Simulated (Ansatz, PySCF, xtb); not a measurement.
Complex: N2 (SMILES N#N) (first 2 atoms) with HI (SMILES I); geometry from B3LYP-D3(BJ)/def2-TZVP.
(charge 0, multiplicity 1):
```tsv
atom	x (Å)	y (Å)	z (Å)
N	0.1017	0.1100	-1.0051
N	0.2101	0.1195	0.0801
I	0.5059	0.1592	4.2894
H	0.4214	0.1429	2.6765
```

```json
[
 {"level": "GFN-FF", "interaction energy (kcal/mol)": "-0.72", "cost": "-"},
 {"level": "GFN2-xTB", "interaction energy (kcal/mol)": "-1.31", "cost": "-"},
 {"level": "HF/STO-3G (no counterpoise)", "interaction energy (kcal/mol)": "-0.53", "cost": "-"},
 {"level": "HF/3-21G (no counterpoise)", "interaction energy (kcal/mol)": "-0.66", "cost": "-"},
 {"level": "r2SCAN/def2-TZVPPD", "interaction energy (kcal/mol)": "-0.33", "cost": "×2"},
 {"level": "r2SCAN-D3(BJ)/def2-TZVPPD", "interaction energy (kcal/mol)": "-0.53", "cost": "×2"},
 {"level": "B3LYP-D3(BJ)/def2-TZVPPD", "interaction energy (kcal/mol)": "-0.80", "cost": "×1"},
 {"level": "BHLYP-D4/def2-TZVPPD", "interaction energy (kcal/mol)": "-0.76", "cost": "×2"},
 {"level": "B2PLYP-D4/def2-TZVPPD", "interaction energy (kcal/mol)": "-0.76", "cost": "×2"},
 {"level": "MP2/def2-TZVPPD", "interaction energy (kcal/mol)": "-0.87", "cost": "-"},
 {"level": "MP2/def2-QZVPPD", "interaction energy (kcal/mol)": "-0.94", "cost": "-"},
 {"level": "SCS-MP2/def2-SVPD", "interaction energy (kcal/mol)": "-0.65", "cost": "-"},
 {"level": "CCSD(T)/def2-QZVPPD", "interaction energy (kcal/mol)": "-0.73", "cost": "×500*"},
 {"level": "CCSD(T)/CBS(def2-TZVPPD, def2-QZVPPD)", "interaction energy (kcal/mol)": "-0.79", "cost": "×500*"}
]
```

The rows run from -1.31 (GFN2-xTB) to -0.33 kcal/mol (r2SCAN/def2-TZVPPD). From def2-TZVPPD to def2-QZVPPD MP2 changes by -0.07. The dispersion term adds -0.20 in r2SCAN-D3(BJ).

Counterpoise-corrected where a basis set is named; no monomer relaxation. Rows marked so take none.

Frozen-core correlation. Filled d and f shells under p-block atoms count as core. CBS: X⁻³ extrapolation of the correlation energy, Hartree–Fock from the larger set. Rows in 3-21G, STO-3G carry no dispersion term and start afresh at each structure; the Pople sets are all-electron and without relativity.

Run with Ansatz (Gaussian orbitals); PySCF for 3-21G rows, STO-3G rows, the dispersion terms; xtb for the GFN methods. Values without a source in brackets are computed. In def2 rows elements past Kr take small-core potentials, without spin–orbit coupling.

Costs are rough ratios of core time to PBE/def2-TZVPPD (about 2.4 s over the structures, on one shared machine); a dash marks a level with no comparable run of its own. A star marks coupled-cluster runs past 200 virtual orbitals, where the program's memory plan changes under this machine's limit, so their costs aren't comparable with smaller runs.

Ansatz is a quantum-chemistry and plane-wave program.
